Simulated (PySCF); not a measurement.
# Name the molecule from its bond curve

A diatomic of charge 0 contains Ga. Its triplet curve at PBE0 in a double-zeta basis (scalar-relativistic core potentials, PySCF), in eV from the separated fragments:

(R (Å), E (eV)): (2.136, -1.479), (2.236, -1.808), (2.335, -1.986), (2.409, -2.048), (2.484, -2.064), (2.558, -2.045), (2.658, -1.978), (2.782, -1.849), (2.931, -1.655), (3.130, -1.366)

The fit gives ωe = 287 cm⁻¹ and the rotational constant Bₑ = 0.1285 cm⁻¹.

Q: Which atom is the partner?

A: The minimum lies at 2.477 Å, so the reduced mass is 16.8576 u Å² cm⁻¹/(Bₑ·Re²) = 21.38 u. With Ga at 68.93 u the partner weighs about 31.0 u: P. The molecule is GaP.

Spin–orbit coupling is left out. The state is the lowest determinant that a PBE0 search found; another state may lie lower at other levels.
